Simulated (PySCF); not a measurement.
# Computed properties of Si(H)(Br)(Me)2 (C₂H₇BrSi), SMILES C[SiH](C)Br

Si(H)(Br)(Me)2 (C₂H₇BrSi), SMILES C[SiH](C)Br. Geometry optimised at PBE0-D3(BJ)/def2-SVP. Other conformers were not sampled. All values are computed for the isolated molecule unless a solvent is named; none is compared with measurement here.

**Structure.** The optimised structure has Cs symmetry. All 27 harmonic modes at PBE0-D3(BJ)/def2-SVP (PySCF) are real, so it is a minimum. With heavy atoms numbered as in [SiH:1]([CH3:2])([CH3:3])[Br:4], the shortest bond between them is Si1–C2 at 1.869 Å and the longest Si1–Br4 at 2.246 Å.

**Vibrations.** The strongest infrared lines (harmonic, unscaled, degenerate partners summed) lie at 887 cm⁻¹ (198 km/mol, H 75 %, C 15 %, Si 10 %), 2237 cm⁻¹ (120 km/mol, H 97 %), 907 cm⁻¹ (114 km/mol, H 80 %, C 11 %, Si 10 %). The softest mode is at 162 cm⁻¹ and the zero-point energy is 52.5 kcal/mol.

**Electronic structure.** r2SCAN/def2-TZVP (PySCF) places the frontier levels at -7.14 and 0.01 eV, a gap of 7.15 eV, and gives a dipole moment of 2.27 D and a mean polarisability of 70.1 bohr³. PBE/def2-TZVP (PySCF) at the same geometry gives -6.81 and -0.38 eV, so its gap is 0.72 eV narrower. An orbital gap is neither the optical nor the fundamental gap.

**Excitations.** TDA-B3LYP/def2-SVPD (PySCF) has S1 at 6.81 eV (182 nm, f = 0.024, weak); the most intense of the 10 singlets computed lies at 7.24 eV (f = 0.07). T1 (TDA) is at 6.40 eV, 0.41 eV under S1. TDA-PBE/def2-SVPD (PySCF) puts S1 at 6.42 eV. No vertical singlet excitation falls in the visible range (under 3.1 eV).

**NMR.** GIAO shifts at HF/pcSseg-1 (PySCF) (non-relativistic, atoms alike by connectivity averaged): ¹³C at 5.0 ppm against TMS; ¹H from 0.8 to 5.1 ppm against TMS; ²⁹Si at 14.9 ppm against TMS. Without spin–orbit terms, shifts of atoms bonded to Cl or Br come out too high.
